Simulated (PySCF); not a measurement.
CH$_{6}$N, charge +1, singlet, at a GFN2-xTB geometry; PySCF with BLYP/6-31G.

Here is a job for PySCF.
```python
from pyscf import gto, scf, dft

mol = gto.Mole()
mol.atom = '''
    C    -0.77071948    0.11205340   -0.02502897
    N     0.69755629   -0.10141635    0.02265301
    H    -1.22221644   -0.55838622   -0.75295779
    H    -0.98986314    1.13881131   -0.30956972
    H    -1.20846834   -0.08311829    0.95144588
    H     0.91217603   -1.07122392    0.29134982
    H     1.13138247    0.52994390    0.70965040
    H     1.11841225    0.08156726   -0.89831582
'''
mol.basis = '6-31g'
mol.charge = 1
mol.verbose = 4
mol.build()

mf = dft.RKS(mol)
mf.xc = 'blyp'
mf.kernel()
mf.analyze()
```

What does PySCF print? Leave out banner, timings and long lists.


```
PySCF version 2.14.0

[INPUT] verbose = 4
[INPUT] num. atoms = 8
[INPUT] num. electrons = 18
[INPUT] charge = 1
[INPUT] spin (= nelec alpha-beta = 2S) = 0
[INPUT] symmetry False subgroup None
[INPUT] Mole.unit = angstrom
[INPUT] Symbol           X                Y                Z      unit          X                Y                Z       unit  Magmom
[INPUT]  1 C     -0.770719480000   0.112053400000  -0.025028970000 AA   -1.456448736067   0.211750237326  -0.047297898480 Bohr   0.0
[INPUT]  2 N      0.697556290000  -0.101416350000   0.022653010000 AA    1.318190344568  -0.191649126053   0.042807984797 Bohr   0.0
[INPUT]  3 H     -1.222216440000  -0.558386220000  -0.752957790000 AA   -2.309654336541  -1.055197027531  -1.422884006458 Bohr   0.0
[INPUT]  4 H     -0.989863140000   1.138811310000  -0.309569720000 AA   -1.870570235402   2.152041483457  -0.585001987258 Bohr   0.0
[INPUT]  5 H     -1.208468340000  -0.083118290000   0.951445880000 AA   -2.283674192808  -0.157070804042   1.797972135546 Bohr   0.0
[INPUT]  6 H      0.912176030000  -1.071223920000   0.291349820000 AA    1.723762874093  -2.024319826883   0.550571366241 Bohr   0.0
[INPUT]  7 H      1.131382470000   0.529943900000   0.709650400000 AA    2.138003010434   1.001448832384   1.341044900188 Bohr   0.0
[INPUT]  8 H      1.118412250000   0.081567260000  -0.898315820000 AA    2.113492846859   0.154139782131  -1.697570873164 Bohr   0.0

nuclear repulsion = 48.0331683579787
number of shells = 22
number of NR pGTOs = 68
number of NR cGTOs = 30
basis = 6-31g
ecp = {}

******** <class 'pyscf.dft.rks.RKS'> ********
method = RKS
initial guess = minao
damping factor = 0
level_shift factor = 0
DIIS = <class 'pyscf.scf.diis.CDIIS'>
diis_start_cycle = 1
diis_space = 8
diis_damp = 0
SCF conv_tol = 1e-09
SCF conv_tol_grad = None
SCF max_cycles = 50
direct_scf = True
direct_scf_tol = 1e-13
XC library pyscf.dft.libxc version 7.1.2
    S. Lehtola, C. Steigemann, M. J. T. Oliveira, and M. A. L. Marques,  SoftwareX 7, 1–5 (2018)
XC functionals = blyp
    A. D. Becke,  Phys. Rev. A 38, 3098 (1988)
    C. Lee, W. Yang, and R. G. Parr,  Phys. Rev. B 37, 785 (1988)
    B. Miehlich, A. Savin, H. Stoll, and H. Preuss,  Chem. Phys. Lett. 157, 200 (1989)
radial grids:
    Treutler-Ahlrichs [JCP 102, 346 (1995); DOI:10.1063/1.469408] (M4) radial grids

becke partition: Becke, JCP 88, 2547 (1988); DOI:10.1063/1.454033
pruning grids: <function nwchem_prune>
grids dens level: 3
symmetrized grids: False
atomic radii adjust function: <function treutler_atomic_radii_adjust>
small_rho_cutoff = 0
Set gradient conv threshold to 3.16228e-05
Initial guess from minao.
tot grids = 86872
init E= -96.3785154160103
  HOMO = -0.39842217874496  LUMO = 0.00606562070566086  gap/eV = 11.00667
cycle= 1 E= -96.1218985324116  delta_E= 0.257  |g|= 0.222  |ddm|= 2.14
  HOMO = -0.52905934822465  LUMO = -0.220875105819438  gap/eV = 8.38612
cycle= 2 E= -96.1189453518159  delta_E= 0.00295  |g|= 0.258  |ddm|= 0.551
  HOMO = -0.572622115301288  LUMO = -0.218191962324524  gap/eV = 9.64454
cycle= 3 E= -96.1371372530395  delta_E= -0.0182  |g|= 0.0339  |ddm|= 0.25
  HOMO = -0.572610707007288  LUMO = -0.215166255201667  gap/eV = 9.72656
cycle= 4 E= -96.1374439132519  delta_E= -0.000307  |g|= 0.00789  |ddm|= 0.0398
  HOMO = -0.571947428570732  LUMO = -0.214428282929421  gap/eV = 9.72859
cycle= 5 E= -96.1374557973375  delta_E= -1.19e-05  |g|= 0.00275  |ddm|= 0.00727
  HOMO = -0.571676656815652  LUMO = -0.214563305513565  gap/eV = 9.71755
cycle= 6 E= -96.1374575407467  delta_E= -1.74e-06  |g|= 5.43e-05  |ddm|= 0.00243
  HOMO = -0.571692070274387  LUMO = -0.214575266704497  gap/eV = 9.71764
cycle= 7 E= -96.1374575415303  delta_E= -7.84e-10  |g|= 3.24e-06  |ddm|= 5.44e-05
  HOMO = -0.57169293956218  LUMO = -0.214575384028918  gap/eV = 9.71766
Extra cycle  E= -96.137457541529  delta_E= 1.28e-12  |g|= 4.4e-06  |ddm|= 6.62e-06
converged SCF energy = -96.137457541529
**** SCF Summaries ****
Total Energy =                         -96.137457541529045
Nuclear Repulsion Energy =              48.033168357978688
One-electron Energy =                 -218.321375930545344
Two-electron Energy =                   74.150750031037589
Two-electron Coulomb Energy =           88.406548053458849
DFT Exchange-Correlation Energy =      -14.255798022421256
HOMO-LUMO gap [eV] =                     9.717663658134375
**** MO energy ****
MO #1   energy= -14.3729187347471  occ= 2
MO #2   energy= -10.1764862223572  occ= 2
MO #3   energy= -1.14666477633828  occ= 2
MO #4   energy= -0.866340347172599 occ= 2
MO #5   energy= -0.758525258596614 occ= 2
MO #6   energy= -0.758522968235398 occ= 2
MO #7   energy= -0.663437756251549 occ= 2
MO #8   energy= -0.571693548525261 occ= 2
MO #9   energy= -0.57169293956218  occ= 2
MO #10  energy= -0.214575384028918 occ= 0
MO #11  energy= -0.1469433514635   occ= 0
MO #12  energy= -0.146942871381476 occ= 0
MO #13  energy= -0.109303225759693 occ= 0
MO #14  energy= -0.0736160315750443 occ= 0
MO #15  energy= -0.0609905339872027 occ= 0
MO #16  energy= -0.0609891577267773 occ= 0
MO #17  energy= 0.278828657750507  occ= 0
 ** Mulliken pop on meta-lowdin orthogonal AOs  **
 ** Mulliken pop  **
pop of  0 C 1s            1.99984
pop of  0 C 2s            1.02647
pop of  0 C 3s            0.00298
pop of  0 C 2px           0.79867
pop of  0 C 2py           1.19172
pop of  0 C 2pz           1.19978
pop of  0 C 3px           0.01077
pop of  0 C 3py           0.00469
pop of  0 C 3pz           0.00457
pop of  1 N 1s            1.99989
pop of  1 N 2s            1.23678
pop of  1 N 3s            0.00073
pop of  1 N 2px           1.27399
pop of  1 N 2py           1.31807
pop of  1 N 2pz           1.31897
pop of  1 N 3px           0.00195
pop of  1 N 3py           0.00168
pop of  1 N 3pz           0.00168
pop of  2 H 1s            0.82379
pop of  2 H 2s            0.01129
pop of  3 H 1s            0.82379
pop of  3 H 2s            0.01129
pop of  4 H 1s            0.82379
pop of  4 H 2s            0.01129
pop of  5 H 1s            0.68323
pop of  5 H 2s            0.01728
pop of  6 H 1s            0.68323
pop of  6 H 2s            0.01728
pop of  7 H 1s            0.68323
pop of  7 H 2s            0.01728
 ** Mulliken atomic charges  **
charge of    0C =     -0.23948
charge of    1N =     -0.15373
charge of    2H =      0.16492
charge of    3H =      0.16492
charge of    4H =      0.16492
charge of    5H =      0.29949
charge of    6H =      0.29949
charge of    7H =      0.29949

WARN: System has nonzero charge 1; the dipole moment is origin-dependent.
Location of origin: [0. 0. 0.]

Dipole moment(X, Y, Z, Debye):  2.31826, -0.33704,  0.07530
```
